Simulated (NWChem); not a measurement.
# Ge anion, quartet

All runs: NWChem. Spin-unrestricted. Sets without diffuse functions describe the anion's extra electron poorly. No stability test was run on the SCF state. Total energies compare along this basis series because the functional is fixed.

```json
[
 {"level": "UHF/cc-pVDZ", "basis functions": "27", "energy (Ha)": "-2075.3105", "highest occupied level (eV)": "-1.00", "lowest empty minus highest occupied level, either spin (eV)": "9.49", "<S²>": "3.75"},
 {"level": "UHF/aug-cc-pVDZ", "basis functions": "36", "energy (Ha)": "-2075.3252", "highest occupied level (eV)": "-1.63", "lowest empty minus highest occupied level, either spin (eV)": "6.69", "<S²>": "3.75"},
 {"level": "UHF/cc-pVTZ", "basis functions": "43", "energy (Ha)": "-2075.3870", "highest occupied level (eV)": "…", "lowest empty minus highest occupied level, either spin (eV)": "…", "<S²>": "3.75"},
 {"level": "UHF/aug-cc-pVTZ", "basis functions": "59", "energy (Ha)": "-2075.3934", "highest occupied level (eV)": "-1.63", "lowest empty minus highest occupied level, either spin (eV)": "6.31", "<S²>": "3.75"},
 {"level": "UHF/cc-pVQZ", "basis functions": "68", "energy (Ha)": "-2075.3933", "highest occupied level (eV)": "-1.48", "lowest empty minus highest occupied level, either spin (eV)": "8.27", "<S²>": "3.75"}
]
```

Q: Fill in the missing entries.

A: 
- UHF/cc-pVTZ, highest occupied level (eV): -1.30
- UHF/cc-pVTZ, lowest empty minus highest occupied level, either spin (eV): 8.92
